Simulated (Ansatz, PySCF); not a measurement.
System: isocyanic acid, CHNO, charge 0, multiplicity 1. SMILES: C(=O)=N
Coordinates optimised at B3LYP-D3(BJ)/def2-TZVP (Ansatz, a first-principles code):
```xyz
4

N     -1.1014     0.2807     0.2471
C      0.0427    -0.0239    -0.0008
O      1.1482    -0.1990    -0.3207
H     -1.7320    -0.2289     0.8408
```
Charge 0, spin multiplicity 1.

Wanted: vertical triplet-singlet gap, E(triplet) - E(singlet), in eV. Set-up: spin-orbit terms left out; dispersion terms only where a functional's name holds one; 6-311+G** with 5d; UHF or UKS for open shells; each state is the SCF solution reached for its charge and spin; non-relativistic. First-principles rows: single points at B3LYP-D3(BJ) geometries (Ansatz). Levels can end on unlike triplets.

```
species            coefficient  E at B3LYP/6-311+G** (Ansatz), Eh  E at M06-2X/def2-TZVPD (PySCF), Eh
-----------------  -----------  ---------------------------------  ----------------------------------
charge 0, triplet           +1                         -168.51375                          -168.45317
charge 0, singlet           -1                         -168.73872                          -168.68875
```

 1 Eh = 27.2114 eV.

**Question.** Work the quantity out at each level.

**Answer.** 
- B3LYP/6-311+G**: the sum of coefficient times E is 0.22497 Eh, or 6.122 eV. Result: 6.12 eV.
- M06-2X/def2-TZVPD: the sum of coefficient times E is 0.23558 Eh, or 6.410 eV. Result: 6.41 eV.
